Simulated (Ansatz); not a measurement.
Harmonic frequencies (cm⁻¹) at PBE0-D4/def2-TZVP from Ansatz: 234, 384, 470, 573, 882, 957, 1155, 1159, 1169, 1384, 1386, 1434, 1477, 1477, 3072, 3075, 3160, 3162.

Task: Which molecule is it?
A. `FCC=C(F)F`
B. `FC(F)C(F)(F)F`
C. `FCCF`
D. `CC(F)F`

Result: D.
